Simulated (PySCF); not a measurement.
# Frontier levels across methods

Species: C2H7O2PSi.
Numbering: `[CH3:1][C:2](=[O:3])[O:4][SiH2:5][PH2:6]` (hydrogens: H7, H8, H9 on C1; H10, H11 on Si5; H12, H13 on P6)

Cartesian coordinates in Å at the PBE0-D3(BJ)/def2-SVP level; atoms count from 1:
```
atom  x, y, z in Å
C1     2.5057    0.4983   -0.0982
C2     1.3018   -0.3725    0.0800
O3     1.3179   -1.5489    0.3433
O4     0.1485    0.2931   -0.0803
Si5   -1.2965   -0.6207    0.1165
P6    -2.8895    0.8967   -0.3740
H7     2.4685    0.9855   -1.0832
H8     3.4187   -0.0989    0.0004
H9     2.4930    1.2979    0.6573
H10   -1.3616   -1.1455    1.5073
H11   -1.3585   -1.7160   -0.8884
H12   -2.8486    1.5013    0.9205
H13   -3.9335   -0.0122   -0.0107
```

Basis pcSseg-1 throughout (PySCF), one geometry. One conformer (not necessarily the lowest) at the PBE0-D3(BJ)/def2-SVP geometry, without solvent, vibrations or thermal averaging.

Question: How do the orbital energies, the gap and the dipole change with the method?

Answer: 
| method | kind | HOMO (eV) | LUMO (eV) | gap (eV) | μ (D) | SCF cycles |
| --- | --- | --- | --- | --- | --- | --- |
| B97-2 | global hybrid | -7.52 | -0.13 | 7.39 | 1.34 | 14 |
| PBE0 | global hybrid | -7.75 | -0.05 | 7.70 | 1.34 | 14 |
| mPW1PW91 | global hybrid | -7.78 | -0.08 | 7.70 | 1.34 | 14 |
| BHandHLYP | global hybrid | -8.74 | 1.11 | 9.85 | 1.40 | 13 |
| CAM-B3LYP | range-separated hybrid | -9.00 | 1.17 | 10.17 | 1.34 | 14 |
| wB97X-D | range-separated hybrid | -9.59 | 1.80 | 11.39 | 1.33 | 14 |
| LC-wPBE | range-separated hybrid | -10.38 | 2.34 | 12.72 | 1.30 | 14 |

The HOMO spans 2.86 eV, from B97-2 down to LC-wPBE, and the gap runs from 7.39 eV (B97-2) to 12.72 eV (LC-wPBE). Over the methods B97-2 (21 %), PBE0 (25 %), mPW1PW91 (25 %), BHandHLYP (50 %), a straight line through the gap against the share of exact exchange rises by 0.85 eV for each 10 % (correlation coefficient 1.000). The dipole ranges from 1.30 D (LC-wPBE) to 1.40 D (BHandHLYP). This basis has no diffuse functions.
